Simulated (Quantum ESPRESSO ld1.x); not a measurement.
Values are calculated unless marked as measured or tabulated.
Question: Radial electron density D(r) = 4 pi r^2 rho(r) of an atom or ion with 27 electrons. Level of theory: Dirac Kohn-Sham, BLYP, spin-unpolarised, spherical densities, point nucleus (ld1.x of Quantum ESPRESSO 7.5).

| r (bohr) | D(r) (e/bohr) |
|---|---|
| 0.007242 | 6.436 |
| 0.008297 | 7.938 |
| 0.009506 | 9.710 |
| 0.01089 | 11.77 |
| 0.01248 | 14.11 |
| 0.0143 | 16.70 |
| 0.01638 | 19.50 |
| 0.01876 | 22.41 |
| 0.0215 | 25.29 |
| 0.02463 | 27.97 |
| 0.02822 | 30.23 |
| 0.03233 | 31.87 |
| 0.03704 | 32.68 |
| 0.04243 | 32.57 |
| 0.04861 | 31.57 |
| 0.0557 | 29.89 |
| 0.06381 | 27.94 |
| 0.07311 | 26.26 |
| 0.08376 | 25.44 |
| 0.09596 | 25.91 |
| 0.1099 | 27.79 |
| 0.126 | 30.72 |
| 0.1443 | 33.85 |
| 0.1653 | 36.07 |
| 0.1894 | 36.33 |
| 0.217 | 34.08 |
| 0.2486 | 29.62 |
| 0.2848 | 24.04 |
| 0.3263 | 18.91 |
| 0.3739 | 15.61 |
| 0.4283 | 14.68 |
| 0.4907 | 15.66 |
| 0.5622 | 17.27 |
| 0.6441 | 18.15 |
| 0.738 | 17.47 |
| 0.8455 | 15.26 |
| 0.9687 | 12.14 |
| 1.11 | 8.933 |
| 1.271 | 6.220 |
| 1.457 | 4.246 |
| 1.669 | 2.955 |
| 1.912 | 2.151 |
| 2.191 | 1.630 |
| 2.51 | 1.248 |
| 2.875 | 0.9294 |
| 3.294 | 0.6540 |
| 3.774 | 0.4251 |
| 4.324 | 0.2505 |
| 4.954 | 0.1315 |
| 5.676 | 0.06037 |
| 6.502 | 0.02376 |
| 7.45 | 0.007885 |
| 8.535 | 0.002164 |
| 9.778 | 0.0004794 |

What is the nuclear charge?

Answer: Z = 27. The innermost maximum, from 1s, lies near gamma/Z bohr with gamma = sqrt(1 - (Z/c)^2) = 0.980, here 0.0363 bohr (found: 0.0392), and its height grows with Z. The density is that of neutral cobalt in [Ne] 3s2 3p5 3d8 4s2; the configuration itself is not fixed sharply by these data, and Z only to about a unit. D(r) has 3 maxima, at r = 0.0392, 0.179, 0.655 bohr, and minima at 0.0858, 0.422 bohr, inside which lie 2.13, 10.80 electrons.
